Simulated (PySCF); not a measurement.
## SMILES [C@@H]1([SiH3])CC[C@H]1Br, C4H9BrSi

Cartesian coordinates in Å; atom numbers follow the order of the lines, from 1:
```xyz
15

Si    2.095    0.178    0.214
C     0.216    0.443    0.335
C    -0.676   -0.692    0.884
C    -1.659   -0.460   -0.274
C    -0.581    0.365   -0.971
Br   -1.138    2.069   -1.758
H     2.631    0.070    1.568
H     2.676    1.306   -0.510
H     2.313   -1.067   -0.527
H    -0.010    1.375    0.858
H    -0.196   -1.667    0.834
H    -1.076   -0.544    1.885
H    -2.517    0.140    0.024
H    -2.011   -1.340   -0.810
H    -0.071   -0.169   -1.772
```

Computed with PySCF 2.14.0, TDDFT PBE0/def2-SVPD circular dichroism and optical rotation, one conformer, gas phase. Geometry: GFN2-xTB.

The calculation is non-relativistic, which matters for the atoms heavier than Zn.

Q: Draw the ECD and absorption spectra from the lowest 8 states, each a Gaussian of half-width 0.35 eV at 1/e height.

A: 
| E (eV) | λ (nm) | Δε (L mol⁻¹ cm⁻¹) | ε (L mol⁻¹ cm⁻¹) |
| --- | --- | --- | --- |
| 5.49 | 226 | -0.07 | 26.6 |
| 5.64 | 220 | -0.20 | 76.6 |
| 5.79 | 214 | -0.40 | 153 |
| 5.94 | 209 | -0.56 | 212 |
| 6.09 | 204 | -0.54 | 204 |
| 6.24 | 199 | -0.29 | 145 |
| 6.39 | 194 | +0.20 | 124 |
| 6.54 | 190 | +1.18 | 287 |
| 6.69 | 185 | +2.93 | 874 |
| 6.84 | 181 | +5.12 | 2110 |
| 6.99 | 177 | +6.67 | 3780 |
| 7.14 | 174 | +6.35 | 4960 |
| 7.29 | 170 | +3.19 | 4910 |
| 7.44 | 167 | -2.73 | 3980 |
| 7.59 | 163 | -9.15 | 3000 |

Δε uses R in velocity form, ε uses f in length form. Only the states computed contribute, so the short-wavelength end is incomplete.
